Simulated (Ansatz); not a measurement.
Reaction (substitution at a C–Ga bond): `B[CH2][GaH2]` + HCl → `BCCl` + `[GaH3]`

Gas-phase electronic energies from Ansatz, PBE0-D4/def2-TZVP geometries. CCSD(T)/CBS adds triple-zeta CCSD(T) − MP2 to the extrapolated MP2 energy (def2 sets, frozen cores). This one scheme is used for every species. Functionals use def2-TZVPP. For Ga outer-core shells are correlated without core-valence functions, which leaves a few kJ/mol of doubt a bond. Scalar relativity is left out up to krypton.

`B[CH2][GaH2]`:

```xyz
9

B     0.279   -1.044    0.866
C     0.019    0.438    0.705
Ga   -0.243    0.591   -1.283
H    -0.633   -1.820    0.940
H     1.397   -1.480    0.830
H    -0.950    0.798    1.064
H     0.837    1.126    0.923
H    -1.603    0.135   -1.913
H     0.896    1.256   -2.131
```

HCl:

Z-matrix (Å, degrees):
```
Cl
H 1 1.279
```

`BCCl`:

Z-matrix (Å, degrees):
```
C
Cl 1 1.783
B 1 1.549 2 116.9
H 1 1.096 2 107.6 3 -123.7
H 1 1.096 2 107.6 3 123.6
H 3 1.192 1 122.9 2 0.1
H 3 1.198 1 116.7 2 -180.0
```

`[GaH3]`:

Cartesian coordinates in Å:
```
Ga 0.000 -0.001 0.000
H 1.218 -0.200 -0.967
H -1.440 -0.424 -0.454
H 0.222 0.625 1.421
```

| species | BLYP-D4 energy (Eh) |
| --- | --- |
| `B[CH2][GaH2]` | -1991.44185 |
| HCl | -460.81454 |
| `BCCl` | -525.53547 |
| `[GaH3]` | -1926.68598 |

(1) Work out ΔE.

(2) What do rigid-rotor, harmonic-oscillator terms from PBE0-D4/def2-TZVP frequencies (298.15 K, 1 bar) make of the CCSD(T)/CBS value? (An estimate is asked.)

Largest T1 diagnostic among the species: 0.013.

Results:

(1) ΔE = (-525.53547) + (-1926.68598) − (-1991.44185) − (-460.81454) = 0.03494 Eh = +0.95 eV. CCSD(T)/CBS gives +1.07 eV.

(2) Computed: ΔZPE = -0.02 eV, ΔH = +1.03 eV, ΔS = -14 J/(mol·K), ΔG = +1.07 eV. Modes under 50 cm⁻¹ make the entropy rough.

The D4 term adds +0.03 eV with B3LYP and +0.02 eV with PBE0; it sums over pairs of atoms, weighted by their polarisabilities, and B3LYP, whose exchange is more repulsive, gets the larger term. At CCSD(T), def2-SVP lies −0.05 eV from the extrapolated value and def2-TZVPP −0.00 eV. Leaving LDA and LC-ωPBE aside and taking each functional with its dispersion term where it has one, the values, not all of them listed here, spread over 0.12 eV, from ωB97X-V to PBE-QIDH. LDA lies +0.06 eV from PBE without D4.

B3LYP here is the variant with VWN-RPA as its local correlation; programs differ in this.
